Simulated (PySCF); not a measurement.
## Zn (zinc, neutral) across methods

[Ar] 3d10 4s2, closed-shell 1S. All numbers are calculated (PySCF 2.14, scalar relativity through the core potential, in aug-cc-pVDZ-PP with ECP10MDF (5s5p4d2f, 54 functions)).

```
   method  E (hartree)  mean ε 3p (eV)  mean ε 3d (eV)  mean ε 4s (eV)  Σ⟨r²⟩ (bohr²)   ⟨S²⟩
BHandHLYP    -226.9323         -95.612         -15.874          -7.458          33.03  0.000
  LC-wPBE    -227.1264         -89.258         -15.640          -9.142          32.76  0.000
  wB97M-V    -226.9319         -92.516         -15.585          -8.865          32.96  0.000
     PBE0    -227.0489         -89.530         -13.171          -6.771          32.89  0.000
      LDA    -226.7219         -83.458         -10.694          -6.344          32.61  0.000
   r2SCAN    -226.9913         -86.957         -10.634          -6.335          32.61  0.000
   PBEsol    -226.8412         -83.344         -10.452          -6.104          32.75  0.000
      UHF   -225.95257         -107.15         -20.770          -8.141          33.98  0.000
      PBE    -227.1099         -83.453         -10.437          -6.068          32.86  0.000
```

Energies and moments cover only the electrons outside the core potential.
